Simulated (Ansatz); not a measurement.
One change: `[F][In]([Br])[Br]` becomes `[Br][InH][Br]`.

Ansatz, PBE0-D4/def2-TZVP geometries, multiplicity 1. 

Elements past krypton have def2 core potentials. Scalar relativity is left out up to krypton.

| property | `[F][In]([Br])[Br]` |
| --- | --- |
| LUMO energy (ωB97M-V/def2-TZVPP) / eV | -1.11 |
| LUMO energy (PBE/def2-TZVPP) / eV | -3.89 |
| HOMO–LUMO gap (B3LYP/def2-TZVPP) / eV | 5.35 |
| HOMO energy (ωB97M-V/def2-TZVPP) / eV | -11.19 |
| LUMO energy (PBE0/def2-TZVPP) / eV | -3.05 |
| zero-point energy (PBE0-D4/def2-TZVP) / kJ/mol | 8.5 |

Problem. Give the same properties after the change, and the shifts. (Estimate.)

Solution. Computed: 
| property | `[Br][InH][Br]` | shift |
| --- | --- | --- |
| LUMO energy (ωB97M-V/def2-TZVPP) / eV | -0.47 | 0.64 |
| LUMO energy (PBE/def2-TZVPP) / eV | -2.78 | 1.11 |
| HOMO–LUMO gap (B3LYP/def2-TZVPP) / eV | 5.80 | 0.45 |
| HOMO energy (ωB97M-V/def2-TZVPP) / eV | -10.55 | 0.64 |
| LUMO energy (PBE0/def2-TZVPP) / eV | -2.03 | 1.02 |
| zero-point energy (PBE0-D4/def2-TZVP) / kJ/mol | 19.8 | 11.3 |

With PBE0 the HOMO rises by 0.62 eV and the LUMO rises by 1.02 eV, so the gap widens by about 0.40 eV. PBE moves the HOMO by 0.57 eV and ωB97M-V by 0.64 eV.

B3LYP here is the variant with VWN-RPA as its local correlation; programs differ in this.

Spin–orbit coupling is left out; it splits and shifts lone-pair levels of the heavy atoms by tenths of an eV.
